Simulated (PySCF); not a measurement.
SMILES C[S][Al]([CH3])[CH3] (C₃H₉AlS), B3LYP/def2-SVP optimised geometry.

```
14

Al    -0.10    -0.79     0.00
C     -1.20    -2.42     0.00
H     -2.28    -2.21    -0.02
H     -0.99    -3.02     0.90
H     -0.95    -3.06    -0.86
C      1.87    -0.79     0.00
H      2.28    -0.27    -0.88
H      2.27    -1.82     0.00
H      2.28    -0.28     0.89
S     -1.22     1.10     0.00
C      0.06     2.43     0.00
H      1.09     2.03     0.00
H     -0.07     3.06     0.89
H     -0.07     3.06    -0.89
```

Density from B3LYP/def2-TZVP in PySCF at that geometry.

Minimum of the electron density along straight lines between bonded atoms, close to the bond critical point (lines longer than 1.1 times the sum of covalent radii, or with two minima, are not listed):

| bond | length / Å | ρ at the minimum / e bohr⁻³ | ∇²ρ there / e bohr⁻⁵ | position (fraction from the first atom) |
|---|---|---|---|---|
| Al1–C2 | 1.960 | 0.086 | 0.24 | 0.41 |
| C2–H3 | 1.102 | 0.266 | -0.87 | 0.64 |
| C2–H4 | 1.105 | 0.262 | -0.84 | 0.64 |
| C2–H5 | 1.105 | 0.263 | -0.84 | 0.64 |
| Al1–C6 | 1.967 | 0.085 | 0.24 | 0.40 |
| C6–H7 | 1.104 | 0.263 | -0.84 | 0.64 |
| C6–H8 | 1.103 | 0.265 | -0.86 | 0.64 |
| C6–H9 | 1.104 | 0.263 | -0.84 | 0.64 |
| Al1–S10 | 2.199 | 0.071 | 0.20 | 0.37 |
| S10–C11 | 1.845 | 0.169 | -0.25 | 0.53 |
| C11–H12 | 1.098 | 0.277 | -0.94 | 0.64 |
| C11–H13 | 1.099 | 0.277 | -0.94 | 0.65 |
| C11–H14 | 1.099 | 0.277 | -0.94 | 0.65 |
